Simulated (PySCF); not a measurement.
C4H8O2, SMILES OCC1COC1.

The structure is a stationary point at PBE-D3(BJ)/def2-SVP. Other conformers were not sampled.

All values below come from PBE-D3(BJ)/def2-SVP in PySCF 2.14.0.

No scaling factor is applied to the harmonic values.

```tsv
mode	ν (cm⁻¹)	IR (km/mol)	Raman (Å⁴/amu)	depolarisation	moving atoms (share of kinetic energy)
1	77	2.7	0.2	0.63	O 58 %, C 22 %, H 20 %
2	128	0.9	0.3	0.64	C 34 %, H 33 %, O 33 %
3	224	3.2	0.2	0.75	C 44 %, H 33 %, O 24 %
4	313	105.2	2.8	0.74	H 85 %, C 9 %
5	367	11.6	1.9	0.45	H 46 %, C 39 %, O 16 %
6	481	18.3	3.4	0.60	C 41 %, H 31 %, O 28 %
7	778	3.4	4.3	0.75	C 58 %, O 22 %, H 21 %
8	840	6.1	7.8	0.21	C 47 %, H 44 %, O 9 %
9	868	1.9	4.5	0.72	H 67 %, C 31 %
10	884	9.4	2.1	0.54	H 64 %, C 24 %, O 13 %
11	956	23.8	2.9	0.36	C 54 %, H 30 %, O 16 %
12	1023	35.5	2.2	0.39	C 49 %, O 29 %, H 22 %
13	1038	72.0	6.1	0.52	C 54 %, O 27 %, H 19 %
14	1062	95.1	0.6	0.35	H 47 %, C 33 %, O 20 %
15	1083	1.5	8.7	0.42	C 48 %, H 42 %, O 10 %
16	1100	16.6	6.3	0.54	H 48 %, C 36 %, O 16 %
17	1118	1.3	9.7	0.69	H 82 %, C 12 %
18	1125	0.2	5.9	0.72	H 89 %, C 8 %
19	1196	4.3	7.1	0.72	H 63 %, C 37 %
20	1219	17.0	5.8	0.70	H 61 %, C 38 %
21	1253	1.0	6.5	0.75	H 76 %, C 21 %
22	1293	7.2	6.1	0.75	H 73 %, C 25 %
23	1334	1.9	5.5	0.51	H 70 %, C 27 %
24	1345	4.1	2.5	0.56	H 60 %, C 36 %
25	1369	41.2	5.2	0.75	H 72 %, C 25 %
26	1432	3.1	7.4	0.72	H 92 %
27	1442	0.6	5.4	0.75	H 93 %
28	1470	1.8	27.6	0.64	H 90 %, C 10 %
29	2894	62.9	121.1	0.23	H 94 %
30	2921	139.3	48.5	0.20	H 95 %
31	2935	25.4	250.5	0.11	H 94 %
32	2969	38.6	112.8	0.65	H 90 %, C 10 %
33	2985	7.6	192.1	0.23	H 92 %, C 8 %
34	2993	30.4	87.0	0.71	H 90 %, C 10 %
35	3009	56.8	14.9	0.66	H 91 %, C 9 %
36	3697	18.5	84.0	0.25	H 94 %
```
